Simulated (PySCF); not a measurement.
phosphoric acid (H3O4P), SMILES OP(O)(=O)O.

Coordinates come from a B3LYP-D3(BJ)/def2-SVP optimisation. Other conformers were not sampled.

Calculation: r2SCAN/def2-TZVP in PySCF.

Gas-phase values at a fixed geometry.

```json
{
  "total_energy": "-644.18016 hartree",
  "point_group": "C3",
  "highest_occupied_level": "-7.54 eV",
  "lowest_empty_level": "-0.04 eV",
  "orbital_gap": "7.50 eV",
  "dipole_moment": "0.063 e·Å",
  "quadrupole, principal values (traceless, Buckingham form, about the centre of nuclear charge)": "-15.64, 7.82, 7.82 D·Å",
  "mean_static_polarisability": "34.4 bohr³ (5.10 Å³)",
  "polarisability_principal_values": "34.4, 34.4, 34.4 bohr³"
}
```
